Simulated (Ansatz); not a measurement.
Reaction (ligand exchange at a Ge–O bond): `OC(O)[O][GeH3]` + `OCS` → `OC[S][GeH3]` + `OC(O)O`

Gas-phase electronic energies from Ansatz, PBE0-D4/def2-TZVP geometries. CCSD(T)/CBS is the MP2 limit (def2-TZVPP, def2-QZVPP) plus CCSD(T) − MP2 in def2-TZVPP, frozen cores. DFT in def2-TZVPP. For Ge outer-core shells are correlated without core-valence functions, which leaves a few kJ/mol of doubt a bond. Scalar relativity is left out up to krypton. Each species was taken in one conformer, which may not be the lowest.

```
             level  ΔE (kJ/mol)
            PBE-D4        -34.1
         r2SCAN-D4        -27.3
           ωB97M-V        -21.6
            B2PLYP        -19.9
               PBE        -33.4
            r2SCAN        -27.3
CCSD(T)/def2-TZVPP        -19.2
    MP2/def2-QZVPP        -23.5
```

What does CCSD(T)/CBS give? (An estimate is asked.)

Ansatz gave: -23.7 kJ/mol. The listed levels differ from it by -10.4, -3.6, 2.1, 3.8, -9.7, -3.6, 4.5, 0.2 kJ/mol.

Largest T1 diagnostic among the species: 0.012.

In def2-TZVPP, CCSD(T) changes the Hartree–Fock value by −8.5 kJ/mol (the triples alone add −2.0 kJ/mol) and MP2 by −10.6 kJ/mol.
